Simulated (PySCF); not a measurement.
Species: C7H11P.
Bonds: C1–C2 (double), C2–C3, C3–P4, P4–C5, C5–C6 (double), C6–C7, C7–C8, P4–C8. Hydrogens: H9, H10 on C1; H11 on C2; H12, H13 on C3; H14 on C5; H15 on C6; H16, H17 on C7; H18, H19 on C8.

NICS is the negative of the GIAO shielding at a point without a nucleus: at the ring centre (0) and 1 Å above and below it (1); zz is the component along the ring normal. Level: GIAO PBE0/pcSseg-1 (PySCF, non-relativistic, gas phase) on the GFN2-xTB geometry, one conformer.

Ring bond lengths (Å), with Mayer bond orders in brackets: P4–C5 1.820 (0.96), C5–C6 1.325 (1.86), C6–C7 1.495 (1.04), C7–C8 1.535 (1.00), C8–P4 1.871 (0.96).

Task: Give the NICS values of each ring in ppm.

Result: 
```csv
ring,type,NICS(0),"NICS(1), two faces","NICS(1)zz, two faces",rms pucker (Å),"centre to ring atoms, mean (Å)"
P4–C5–C6–C7–C8,"5-membered ring with P; formal bonds 1 double, 4 single",-3.8,-4.2 / -3.7,-5.7 / -6.5,0.05,1.36
```

Task: What do they say, and how far can they be read as aromaticity?

Result: 
- P4–C5–C6–C7–C8: mean NICS(1)zz -6.1 ppm, shielded. C7, C8 have four or more neighbours; no verdict on aromaticity is drawn.

Task: Give the inner angles of the rings and the Hirshfeld charges of the ring atoms.

Result: 
- P4–C5–C6–C7–C8: P4 89.7° (+0.139 e), C5 114.5° (-0.111 e), C6 117.3° (-0.036 e), C7 108.2° (-0.072 e), C8 109.4° (-0.115 e); sum 539.0° against 540° for a flat convex ring.

Task: How shielded are the nuclei of the rings and their hydrogens (means over atoms taken as equivalent)?

Result: 
| atoms | environment | σ isotropic (ppm) |
| --- | --- | --- |
| P4 | phosphine phosphorus | 320.6 |
| C5 | alkene CH carbon | 52.7 |
| C6 | alkene CH carbon | 35.1 |
| C7 | allylic carbon | 146.0 |
| C8 | sp3 carbon bound to phosphorus | 163.8 |
| H14 | vinylic hydrogen | 25.63 |
| H15 | vinylic hydrogen | 25.16 |
| H16 (×2) | methylene hydrogen | 29.01 |
| H18 (×2) | methylene hydrogen | 29.78 |
